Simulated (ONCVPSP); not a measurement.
Reading a pseudo-wave (Si)

Columns: radius, all-electron u(r) and pseudo u(r) of the 3p shell (level -4.65 eV) of silicon in the configuration [Ne] 3s1 3p3; PBEsol, scalar-relativistic, ONCV scheme, ONCVPSP 4.0.1.

```tsv
r (bohr)	all-electron	pseudo
0.100	-0.1050	0.0040
0.200	-0.2220	0.0156
0.300	-0.2674	0.0345
0.400	-0.2491	0.0601
0.500	-0.1893	0.0921
0.600	-0.1068	0.1298
0.700	-0.0145	0.1724
0.800	0.0789	0.2185
0.900	0.1684	0.2667
1.000	0.2511	0.3157
1.100	0.3254	0.3646
1.200	0.3909	0.4124
1.300	0.4477	0.4582
1.400	0.4960	0.5004
1.500	0.5362	0.5377
1.600	0.5685	0.5689
1.700	0.5936	0.5937
1.800	0.6122	0.6122
1.900	0.6248	0.6248
2.000	0.6323	0.6323
2.100	0.6352	0.6352
2.200	0.6341	0.6341
2.300	0.6296	0.6296
2.400	0.6222	0.6222
2.500	0.6124	0.6124
2.600	0.6005	0.6005
```

Problem. How many radial nodes do the two functions have?

Solution. The all-electron 3p function has n − l − 1 = 1; the pseudo-wave has 0, since the states of the same l below it are removed with the core.

Problem. At about which radius was the pseudo-wave matched?

Solution. 2.00 bohr. The columns agree to 0.0005 from 1.60 bohr on; several derivatives are matched, so the curves merge somewhat inside the radius.

Problem. Is the pseudo-wave norm-conserving?

Solution. Yes: the ONCV scheme keeps the norm inside the radius equal to the all-electron one, which fixes the energy derivative of the logarithmic derivative at the level.
